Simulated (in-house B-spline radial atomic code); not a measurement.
Computed with a B-spline radial atomic code. Model: two electrons, singlet ground state, non-relativistic, full CI in B-splines with partial waves to l = 8 (at full coupling up to 3e-4 hartree above the limit, correlation up to 0.6 % small), density held at that of full coupling by Lieb maximisation.

W(λ) is the mean repulsion in the state of coupling λ less the Hartree energy of the fixed density. Its start is exact exchange, its initial slope is twice the second-order Görling-Levy correlation energy, and its area from 0 to 1 is E_xc. A straight curve means weak, dynamic correlation, and a curve that drops fast and flattens means strong correlation.

Command:
```bash
python run_ac.py task.json out
```
Settings (lengths in bohr, energies in hartree):
```
potential              harmonic
strength               0.15
lmax                   8
```

Run time, properties included: 16 s on 1 thread of Intel(R) Xeon(R) Processor @ 2.30GHz, on a shared host.

**W = mean repulsion less Hartree energy, and W of three functionals.**

Given: confinement harmonic well; well frequency 0.15 hartree; external potential omega^2 r^2/2.

Computed: LDA exchange minus exact 37.78 millihartree; PBE exchange minus exact 11.188 millihartree.

| coupling | W xc (hartree) | W xc minus exchange (millihartree) | kinetic minus Kohn-Sham (millihartree) | LDA (PW92) W minus its exchange (millihartree) | PBE W minus its exchange (millihartree) | SCAN W minus its exchange (millihartree) |
| --- | --- | --- | --- | --- | --- | --- |
| 0 | -0.26533 | 0 | 0 | 0 | 0 | 0 |
| 0.02 | -0.26737 | -2.031 | 0.02 | -8.88 | -3.36 | -1.86 |
| 0.05 | -0.27028 | -4.944 | 0.12 | -17.13 | -7.73 | -4.49 |
| 0.12 | -0.2765 | -11.165 | 0.65 | -30.51 | -16.15 | -10.06 |
| 0.25 | -0.28623 | -20.897 | 2.42 | -47.19 | -28.19 | -18.85 |
| 0.4 | ? | ? | ? | ? | ? | ? |
| 0.6 | -0.30434 | -39.011 | 9.85 | -73.74 | -49.64 | -36.15 |
| 0.8 | -0.31135 | -46.015 | 14.72 | -83.62 | -58.11 | -43.34 |
| 1 | -0.31686 | -51.525 | 19.66 | -91.46 | -64.99 | -49.25 |
| 1.4 | -0.32498 | -59.644 | 29.3 | -103.36 | -75.6 | -58.34 |
| 2 | -0.33299 | -67.661 | 42.75 | -115.71 | -86.84 | -67.7 |
| 3 | -0.3411 | -75.766 | 62.64 | -129.06 | -99.16 | -77.24 |
| 4.5 | ? | ? | ? | ? | ? | ? |
| 7 | -0.35451 | -89.178 | 124.48 | -153.45 | -122.03 | -91.39 |
| 10 | -0.3589 | -93.571 | 161.26 | -162.11 | -130.24 | -95.04 |

Problem. What belongs in the row 0.4?

Solution. W xc (hartree): -0.29517; W xc minus exchange (millihartree): -29.834; kinetic minus Kohn-Sham (millihartree): 5.3; LDA (PW92) W minus its exchange (millihartree): -60.65; PBE W minus its exchange (millihartree): -38.78; SCAN W minus its exchange (millihartree): -27.19.

Problem. What belongs in the row 4.5?

Solution. W xc (hartree): -0.34808; W xc minus exchange (millihartree): -82.748; kinetic minus Kohn-Sham (millihartree): 88.33; LDA (PW92) W minus its exchange (millihartree): -141.38; PBE W minus its exchange (millihartree): -110.66; SCAN W minus its exchange (millihartree): -85.04.

Problem. What is the SCAN exchange minus exact?

Solution. 0.09155 millihartree.

**Energy parts, natural occupations and partial-wave weights.**

Computed: total energy 0.7033 hartree; exchange energy -0.26533 hartree; correlation energy -0.031867 hartree; kinetic part of the DFT correlation energy 0.019658 hartree; kinetic part over minus potential part 0.38152; Hartree energy 0.53067 hartree; Lieb Oxford ratio E_xc over LDA exchange 1.3061.

```
natural  occupation of the shell (electrons)
      s                                1.866
      p                                    ?
      s                            0.0062061
      d                            0.0012113
      p                           0.00031959
      f                           0.00013106
```

Problem. What belongs in the row p?

Solution. occupation of the shell (electrons): 0.12602.

| wave | weight |
| --- | --- |
| s | 0.9361 |
| p | 0.063176 |
| d | 0.0006302 |
| f | ? |
| g | 1.539e-05 |

Problem. What belongs in the row f?

Solution. weight: 7.1953e-05.

Problem. What is the Kohn-Sham kinetic?

Solution. 0.17162 hartree.

Problem. What is the initial slope twice GL2?

Solution. -0.10336 hartree.

Half-way to full coupling W has made 67 % of its drop, against 50 % for a straight line, and second-order (GL2) theory, half the initial slope, overshoots the correlation energy by about 62 %: correlation is strong. Over couplings 0 to 1 the errors in E_xc come to about +7.5 millihartree for LDA, +2.0 millihartree for PBE, +2.3 millihartree for SCAN. In LDA and PBE the errors of exchange and correlation have opposite signs, so the sum is smaller than the larger of the two.
